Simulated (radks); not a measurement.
Xe31+, configuration [Ar] 3d5.

All-electron calculation, Dirac Kohn-Sham, PBE, spin-unpolarised, spherical densities, finite nucleus; open shells fill j = l - 1/2 first; Fermi nuclear charge, rms radius 4.7859 fm. Program: a radial shooting solver on a logarithmic mesh with Libxc functionals.

Energy parts (Ry):
total: -13629.68802
kinetic: 14553.54497
electron-nucleus: -30694.28639
Hartree: 2790.57220
exchange-correlation: -279.51880

Orbitals (lengths in bohr, moments of r in powers of bohr; <r^-3> diverges for s and p1/2; r(max) is where P^2 peaks):
1s1/2: occ. 2; eigenvalue (Ry) -2626.608; <r^4> 2.434e-06; r(max) 0.01715; <r^2> 0.0009637; small-component weight 3.96e-02
2s1/2: occ. 2; eigenvalue (Ry) -492.7730; <r^4> 0.0003995; r(max) 0.09688; <r^2> 0.01525; small-component weight 8.59e-03
2p1/2: occ. 2; eigenvalue (Ry) -469.7561; <r^4> 0.0002534; r(max) 0.07422; <r^2> 0.01125; small-component weight 8.60e-03
2p3/2: occ. 4; eigenvalue (Ry) -445.6704; <r^4> 0.0003052; r(max) 0.07906; <r^2> 0.01249; <r^-3> 5624; small-component weight 8.16e-03
3s1/2: occ. 2; eigenvalue (Ry) -168.1274; <r^4> 0.01370; r(max) 0.2704; <r^2> 0.09611; small-component weight 2.87e-03
3p1/2: occ. 2; eigenvalue (Ry) -159.0094; <r^4> 0.01240; r(max) 0.2558; <r^2> 0.08954; small-component weight 2.82e-03
3p3/2: occ. 4; eigenvalue (Ry) -153.7577; <r^4> 0.01407; r(max) 0.2655; <r^2> 0.09567; <r^-3> 1258; small-component weight 2.71e-03
3d3/2: occ. 4; eigenvalue (Ry) -138.8225; <r^4> 0.009714; r(max) 0.2110; <r^2> 0.07527; <r^-3> 209.4; small-component weight 2.59e-03
3d5/2: occ. 1; eigenvalue (Ry) -137.6403; <r^4> 0.01010; r(max) 0.2137; <r^2> 0.07692; <r^-3> 193.4; small-component weight 2.56e-03

The highest occupied level is 3d5/2 at -1872.7 eV. Summed over all electrons, <r^2> = 1.237 bohr^2, which gives a Langevin (diamagnetic) susceptibility term of -0.98 x 10^-6 cm^3/mol.
